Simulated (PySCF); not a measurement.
Method: B3LYP-D3(BJ)/def2-TZVP // PBE-D3(BJ)/def2-SVP (PySCF). Isolated molecules, 0 K electronic values unless said otherwise. One relaxed conformer stands for a flexible species; it need not be the lowest. B3LYP has the VWN-RPA correlation part, as in Gaussian. 

Reference species: [Cd(CH3)2] (neutral, multiplicity 1).

```yaml
HOMO–LUMO gap: 6.33 eV
coordination_number: 2
LUMO: -0.31 eV
HOMO: -6.64 eV
```

Changed species: [Cd(CH3)(Br)] (1 of 2 CH3 replaced by Br; the reference has 0 of 2 CH3 replaced by Br).

Question: Give the shifts of the HOMO–LUMO gap, coordination number, LUMO and HOMO.

Answer: the HOMO–LUMO gap falls by 0.05 eV, to 6.28 eV; the coordination number stays essentially unchanged; the LUMO falls by 1.01 eV, to -1.32 eV; the HOMO falls by 0.96 eV, to -7.60 eV.
